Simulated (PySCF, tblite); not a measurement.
Species: C7H13FOSi.
Geometry (GFN2-xTB, Å), atoms numbered from 1 in this order:
```
atom  x, y, z in Å
C1    -1.8096    2.3181   -0.2362
C2    -1.6952    1.0035   -0.0298
C3    -2.8694    0.2163    0.4706
C4    -0.4168    0.3657   -0.2890
C5    -0.0364   -0.9160   -0.2178
C6    -0.8548   -2.1173    0.1559
O7     1.2418   -1.2741   -0.5160
Si8    2.6352   -0.5432   -0.9072
C9     3.2729    0.4987    0.5771
F10    4.5682    0.9285    0.3569
H11   -2.7324    2.8425   -0.0589
H12   -0.9868    2.9138   -0.5931
H13   -3.7155    0.8785    0.6375
H14   -3.1651   -0.5402   -0.2522
H15   -2.6299   -0.2788    1.4087
H16    0.3537    1.0600   -0.6018
H17   -1.7097   -2.2318   -0.5054
H18   -0.2254   -2.9992    0.0672
H19   -1.2139   -2.0480    1.1799
H20    3.4736   -1.7131   -1.1161
H21    2.5267    0.3402   -2.0691
H22    3.3000   -0.0798    1.5059
H23    2.6839    1.4028    0.7614
```

Theory: PBE0/pcSseg-1 in PySCF (dipole) on a GFN2-xTB geometry, gas phase.

Take the most abundant isotopes and a rigid rotor. The values belong to one conformer with, in the numbering `[CH2:1]=[C:2]([CH3:3])/[CH:4]=[C:5](\[CH3:6])[O:7][SiH2:8][CH2:9][F:10]`, C1–C2–C4–C5 -177°, C4–C5–O7–Si8 4°, C5–O7–Si8–C9 66°, O7–Si8–C9–F10 169°.

Problem. What are A, B and C (cm⁻¹)?

Solution. Ia = 286.00, Ib = 961.02, Ic = 1155.19 u·Å²; 505379 MHz·u·Å²/I gives 1767, 525.9 and 437.5 MHz, that is A = 0.05894, B = 0.01754, C = 0.01459 cm⁻¹.

Problem. What kind of rotor is it?

Solution. An asymmetric top: κ = (2 × 525.9 − 1767 − 437.5)/(1767 − 437.5) = -0.87.

Problem. Is it planar, by Δ = Ic − Ia − Ib?

Solution. Not planar: Δ = Ic − Ia − Ib = -91.82 u·Å². For a rigid frame Δ = −2 Σ m c², so Σ m c² = 45.91 u·Å² lies off the ab plane: 14.02 from hydrogen and 31.89 from heavier atoms. The atom farthest from that plane is 1.92 Å away.

Problem. Predict some low-J microwave lines.

Solution. The dipole components are |μa| = 2.04 D, |μb| = 1.03 D, |μc| = 0.64 D. The squared components, which scale the intensities, stand as 1.00 : 0.26 : 0.10 (a : b : c). Some lines, for components of 0.1 D or more:

| type | branch | J(Ka,Kc) | MHz | lower level (cm⁻¹) |
| --- | --- | --- | --- | --- |
| c | Q | 2(1,2) ← 2(0,2) | 1157 | 0.096 |
| c | Q | 1(1,1) ← 1(0,1) | 1241 | 0.032 |
| b | Q | 3(1,2) ← 3(0,3) | 1570 | 0.192 |
| b | Q | 4(1,3) ← 4(0,4) | 1782 | 0.319 |
| b | Q | 5(1,4) ← 5(0,5) | 2070 | 0.477 |
| b | R | 1(1,1) ← 0(0,0) | 2205 | 0.000 |
| a | R | 3(1,3) ← 2(1,2) | 2755 | 0.135 |
| a | R | 4(3,2) ← 3(3,1) | 3862 | 0.579 |
| a | R | 4(3,1) ← 3(3,0) | 3863 | 0.579 |
| b | Q | 4(2,3) ← 4(1,4) | 4306 | 0.349 |
| b | R | 4(1,4) ← 3(0,3) | 4708 | 0.192 |
| a | R | 5(2,4) ← 4(2,3) | 4807 | 0.493 |
| a | R | 5(4,2) ← 4(4,1) | 4827 | 1.007 |
| a | R | 5(1,4) ← 4(1,3) | 5016 | 0.379 |
| c | R | 2(2,0) ← 1(1,0) | 5743 | 0.076 |
| c | R | 3(2,1) ← 2(1,1) | 6636 | 0.144 |
| b | R | 5(2,4) ← 4(1,3) | 8230 | 0.379 |
| c | Q | 5(4,2) ← 5(3,2) | 8982 | 0.869 |
| b | Q | 4(4,0) ← 4(3,1) | 8989 | 0.708 |
| b | Q | 4(4,1) ← 4(3,2) | 8990 | 0.708 |
| c | R | 5(2,4) ← 4(1,4) | 9113 | 0.349 |
| b | R | 4(3,1) ← 3(2,2) | 10293 | 0.364 |
| c | Q | 5(5,1) ← 5(4,1) | 11559 | 1.168 |
| b | Q | 5(5,0) ← 5(4,1) | 11559 | 1.168 |
| b | Q | 5(5,1) ← 5(4,2) | 11559 | 1.168 |
| c | R | 4(4,0) ← 3(3,0) | 12852 | 0.579 |

Problem. Estimate the classical rotational partition function at 25 K, 100 K and 200 K.

Solution. Point group C1, symmetry number σ = 1; q = (√π/σ)·√((kT/h)³/(ABC)), k/h = 20836.6 MHz/K: 33100 at 25 K, 264000 at 100 K, 748000 at 200 K.

Its GFN2-xTB frequencies are all real (lowest 24 cm⁻¹). Constants of a rigid frame at the computed geometry: no zero-point averaging, no centrifugal distortion. A rigid rotor knows nothing of internal rotation, which can split or shift real lines.
